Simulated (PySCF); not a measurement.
## Ionisation energy of Ca⁴⁺ by level of theory

Ca⁴⁺ [Ne] 3s2 3p4 (3P) → Ca⁵⁺ [Ne] 3s2 3p3 (4S), as a difference of total energies. Calculation: PySCF 2.14, in an even-tempered Gaussian basis (19 s from 0.054 bohr⁻², ratio 2.5; 13 p from 0.071 bohr⁻², ratio 2.5; 5 d from 1.5 bohr⁻², ratio 2.7; 5 f from 2.3 bohr⁻², ratio 2.7); the non-relativistic Hamiltonian (point nucleus). Correlated levels: outer shells: 1s2 frozen; virtual orbitals above 40 to 60 times the deepest correlated orbital energy dropped. The calculations carry no spin-orbit coupling.

Task: Order these methods by the ionisation energy they give, lowest first.
A. UHF
B. PBE
C. LDA
D. MP2 (outer shells)

Result: A (82.758 eV), D (83.574 eV), B (84.279 eV), C (84.395 eV).

A first-order spin-orbit estimate (lowest level to lowest level, LS coupling) adds 0.130 eV.

These non-relativistic numbers lack the scalar-relativistic shift.

For comparison: 84.34 ± 0.08 eV (semi-empirical (NIST evaluation); NIST Atomic Spectra Database, ionization energies).
